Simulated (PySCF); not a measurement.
## Rubidium: a sound run and one with changed settings

Sound run: Rb⁺ [Kr], Rb²⁺ [Ar] 3d10 4s2 4p5. All numbers are calculated (PySCF 2.14, the spin-free X2C one-electron Hamiltonian (Gaussian nucleus), in cc-pVDZ-X2C (6s5p3d, 36 functions)). In the sound run the correlated levels freeze [Ar] 3d10 4s2. The sound run starts from symmetry-adapted Hartree-Fock orbitals and uses a fine grid where one is needed.

Changed run: no relativity, point nucleus. This setting is unsound on purpose.

| species | method | sound run (hartree) | changed run (hartree) | converged |
| --- | --- | --- | --- | --- |
| Rb⁺ | UHF | -2979.00309 | -2913.88648 | yes |
| Rb⁺ | M06-L | -2980.75067 | -2915.63366 | yes |
| Rb⁺ | MN15 | -2982.65897 | -2917.54635 | yes |
| Rb⁺ | MP2 | -2979.01104 | -2913.89469 | yes |
| Rb⁺ | CCSD(T) | -2979.01183 | -2913.89552 | yes |
| Rb²⁺ | UHF | -2978.00122 | -2912.90376 | yes |
| Rb²⁺ | M06-L | -2979.71910 | -2914.62153 | yes |
| Rb²⁺ | MN15 | -2981.61986 | -2916.52687 | yes |
| Rb²⁺ | MP2 | -2978.00518 | -2912.90781 | yes |
| Rb²⁺ | CCSD(T) | -2978.00558 | -2912.90823 | yes |

Ionisation energy of Rb⁺:

```json
{"method": "UHF", "sound run (eV)": "27.262", "changed run (eV)": "26.741"}
{"method": "M06-L", "sound run (eV)": "28.070", "changed run (eV)": "27.542"}
{"method": "MN15", "sound run (eV)": "28.276", "changed run (eV)": "27.741"}
{"method": "MP2", "sound run (eV)": "27.371", "changed run (eV)": "26.854"}
{"method": "SCS-MP2", "sound run (eV)": "27.362", "changed run (eV)": "26.845"}
{"method": "CCSD", "sound run (eV)": "27.380", "changed run (eV)": "26.864"}
{"method": "CCSD(T)", "sound run (eV)": "27.381", "changed run (eV)": "26.866"}
```

Most of the change in total energy is the relativistic energy itself. On top of that the contraction fixes the core shape for the Hamiltonian it was made with, so the changed run is not a good calculation with the other Hamiltonian either.

For comparison, NIST gives 27.290 eV between the lowest levels.
